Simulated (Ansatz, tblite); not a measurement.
Removing an electron: Si(NMe2)H3 (C2H9NSi). Total charge 0; singlet. Geometry: PBE0-D4/def2-SVP. Ansatz, gas phase; energy differences of separate SCF runs; the oxidised species was run as a doublet alone.

```csv
atom,x (Å),y (Å),z (Å)
Si1,1.022,0.550,1.166
N2,-0.084,-0.168,0.039
C3,0.388,-0.881,-1.120
C4,-1.447,0.289,-0.062
H5,-0.263,-1.748,-1.339
H6,1.404,-1.270,-0.950
H7,0.418,-0.256,-2.036
H8,-1.772,0.756,0.880
H9,-1.599,1.032,-0.873
H10,-2.130,-0.557,-0.264
H11,2.157,-0.402,1.368
H12,0.289,0.787,2.446
H13,1.617,1.867,0.745
```

The xTB rows come from tblite.

(1) Estimate orbital energies and vertical ionisation energies at: GFN1-xTB; GFN2-xTB; PBE-D4/def2-TZVP; r2SCAN-D4/def2-TZVP; PBE0-D4/def2-TZVP.

## Answers

(1) 
| level | −HOMO (eV) | vertical IE (eV) | −LUMO (eV) | HOMO–LUMO gap (eV) |
| --- | --- | --- | --- | --- |
| GFN1-xTB | 10.62 | 13.90 | 5.12 | 5.51 |
| GFN2-xTB | 9.59 | 12.87 | 4.64 | 4.96 |
| PBE-D4/def2-TZVP | 5.07 | 8.24 | 0.31 | 4.76 |
| r2SCAN-D4/def2-TZVP | 5.30 | 8.20 | -0.15 | 5.45 |
| PBE0-D4/def2-TZVP | 6.36 | 8.34 | -0.53 | 6.90 |

Relaxing the oxidised species (PBE0-D4/def2-SVP) changes its energy by -0.34 eV at PBE0-D4/def2-TZVP, so the adiabatic ionisation energy to this nearest minimum is 8.01 eV. At PBE-D4/def2-TZVP it is 7.94 eV.   Raw xTB energy differences between charge states are shifted by several eV; the methods need an empirical correction for them.
